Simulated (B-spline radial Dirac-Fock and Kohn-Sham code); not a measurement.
## Nd 3d5/2: cross section and angular parameters

System: neutral neodymium in the configuration [Xe] 4f4 6s2; threshold 980.4 eV (tabulated edge). Model: Dirac-Hartree-Slater photoionisation with a Latter tail; cross sections with all multipoles, angular parameters from the dipole term and its interference with E2. Program: a B-spline atomic structure program.

For linearly polarised light dσ/dΩ = σ/(4π) [1 + β P₂(cos θ) + (δ + γ cos²θ) sin θ cos φ], with θ from the polarisation vector and φ the angle between the beam and the projection of the electron momentum on the plane normal to the polarisation.

```
hν (eV)  σ (kb)      β       γ       δ
   1000    1170  0.764   0.004  -0.001
 1253.6     732  0.732  -0.129  -0.002
   2930    70.1  1.223   0.402   0.075
   3610    36.7  1.199   0.604   0.095
   4000    26.4  1.179   0.705   0.105
   4030    25.8  1.177   0.713   0.106
   4910    13.5  1.125   0.909   0.131
   9220    1.50  0.897   1.493   0.251
 9251.7       ?      ?       ?       ?
  12000   0.569  0.791   1.709   0.326
  15000   0.244  0.702   1.873   0.402
```

Q: Give the values at Ga Kα (9251.7 eV).

A: σ = 1.49 kb, β = 0.895, γ = 1.496, δ = 0.252.

Values without a named source are computed, but for edge energies of neutral atoms, which are taken from tables.
